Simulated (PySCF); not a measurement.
Atoms are numbered as in `[CH:1]1=[N:2][CH2:3][C@@H:4]([CH:5]2[CH2:6][CH2:7][CH2:8]2)[CH2:9][CH2:10]1` (H(Xn): hydrogen on atom n). Ha(C6), Ha(C7), Ha(C8) are cis to C4 on the ring; Ha(C3), Ha(C9), Ha(C10) are cis to C5 on the ring; Hb(C6), Hb(C7), Hb(C8) are trans to C4 on the ring; Hb(C3), Hb(C9), Hb(C10) are trans to C5 on the ring.

PySCF 2.14.0 with density-fitted response routines calculation with NMR shieldings at PBE0/pcSseg-1/GIAO and geometry: GFN2-xTB; a single conformation, non-relativistic, in vacuum.

**Question.** List the cross peaks expected in HSQC, COSY and HMBC spectra.

**Answer.** 

HSQC (one-bond C–H):
```
            δH          δC
  7.97 (H(C1))  165.9 (C1)
 4.01 (Ha(C3))   53.2 (C3)
 3.70 (Hb(C3))   53.2 (C3)
  2.38 (H(C5))   33.2 (C5)
 2.25 (Hb(C6))   28.0 (C6)
 2.09 (Hb(C8))   26.4 (C8)
 2.01 (Hb(C7))   16.6 (C7)
1.95 (Ha(C10))  27.8 (C10)
1.88 (Hb(C10))  27.8 (C10)
 1.85 (Ha(C7))   16.6 (C7)
 1.70 (Ha(C9))   22.3 (C9)
 1.70 (Ha(C6))   28.0 (C6)
 1.68 (Ha(C8))   26.4 (C8)
 1.53 (Hb(C9))   22.3 (C9)
  1.27 (H(C4))   43.7 (C4)
```

COSY cross peaks (H two or three bonds apart, from the bond graph; peaks can be absent where the dihedral angle is near 90°):
```
            δH              δH
  7.97 (H(C1))  1.95 (Ha(C10))
  7.97 (H(C1))  1.88 (Hb(C10))
 4.01 (Ha(C3))   3.70 (Hb(C3))
 4.01 (Ha(C3))    1.27 (H(C4))
 3.70 (Hb(C3))    1.27 (H(C4))
  2.38 (H(C5))   2.25 (Hb(C6))
  2.38 (H(C5))   2.09 (Hb(C8))
  2.38 (H(C5))   1.70 (Ha(C6))
  2.38 (H(C5))   1.68 (Ha(C8))
  2.38 (H(C5))    1.27 (H(C4))
 2.25 (Hb(C6))   2.01 (Hb(C7))
 2.25 (Hb(C6))   1.85 (Ha(C7))
 2.25 (Hb(C6))   1.70 (Ha(C6))
 2.09 (Hb(C8))   2.01 (Hb(C7))
 2.09 (Hb(C8))   1.85 (Ha(C7))
 2.09 (Hb(C8))   1.68 (Ha(C8))
 2.01 (Hb(C7))   1.85 (Ha(C7))
 2.01 (Hb(C7))   1.70 (Ha(C6))
 2.01 (Hb(C7))   1.68 (Ha(C8))
1.95 (Ha(C10))  1.88 (Hb(C10))
1.95 (Ha(C10))   1.70 (Ha(C9))
1.95 (Ha(C10))   1.53 (Hb(C9))
1.88 (Hb(C10))   1.70 (Ha(C9))
1.88 (Hb(C10))   1.53 (Hb(C9))
 1.85 (Ha(C7))   1.70 (Ha(C6))
 1.85 (Ha(C7))   1.68 (Ha(C8))
 1.70 (Ha(C9))   1.53 (Hb(C9))
 1.70 (Ha(C9))    1.27 (H(C4))
 1.53 (Hb(C9))    1.27 (H(C4))
```

HMBC (two and three bonds, from the bond graph):
```
            δH                                                                 δC
  7.97 (H(C1))                                   53.2 (C3), 27.8 (C10), 22.3 (C9)
 4.01 (Ha(C3))                        165.9 (C1), 43.7 (C4), 33.2 (C5), 22.3 (C9)
 3.70 (Hb(C3))                        165.9 (C1), 43.7 (C4), 33.2 (C5), 22.3 (C9)
  2.38 (H(C5))   53.2 (C3), 43.7 (C4), 28.0 (C6), 26.4 (C8), 22.3 (C9), 16.6 (C7)
 2.25 (Hb(C6))                         43.7 (C4), 33.2 (C5), 26.4 (C8), 16.6 (C7)
 2.09 (Hb(C8))                         43.7 (C4), 33.2 (C5), 28.0 (C6), 16.6 (C7)
 2.01 (Hb(C7))                                    33.2 (C5), 28.0 (C6), 26.4 (C8)
1.95 (Ha(C10))                                   165.9 (C1), 43.7 (C4), 22.3 (C9)
1.88 (Hb(C10))                                   165.9 (C1), 43.7 (C4), 22.3 (C9)
 1.85 (Ha(C7))                                    33.2 (C5), 28.0 (C6), 26.4 (C8)
 1.70 (Ha(C9))            165.9 (C1), 53.2 (C3), 43.7 (C4), 33.2 (C5), 27.8 (C10)
 1.70 (Ha(C6))                         43.7 (C4), 33.2 (C5), 26.4 (C8), 16.6 (C7)
 1.68 (Ha(C8))                         43.7 (C4), 33.2 (C5), 28.0 (C6), 16.6 (C7)
 1.53 (Hb(C9))            165.9 (C1), 53.2 (C3), 43.7 (C4), 33.2 (C5), 27.8 (C10)
  1.27 (H(C4))  53.2 (C3), 33.2 (C5), 28.0 (C6), 27.8 (C10), 26.4 (C8), 22.3 (C9)
```

Scale: ¹H (σref 31.72) and ¹³C (σref 186.93) against TMS (reference shieldings calculated alike).

Short H···H contacts in this conformer between protons four or more bonds apart (candidates for NOE cross peaks, intensity ∝ r⁻⁶): H(C5)···Ha(C10) 2.39 Å, H(C4)···Ha(C6) 2.44 Å, Ha(C8)···Ha(C9) 2.49 Å, H(C4)···Ha(C8) 2.56 Å, Hb(C3)···Hb(C9) 2.64 Å, Ha(C3)···Ha(C6) 2.70 Å.

Shifts are as computed. Against solution values, carbons near 30 ppm lie about +3 ppm off and those near 130 ppm about +5 ppm. Of 1211 compounds with measured shifts, 218 miss one by over three times the rms of a fit or turn the order of signals round; such compounds aren't used in these exercises.
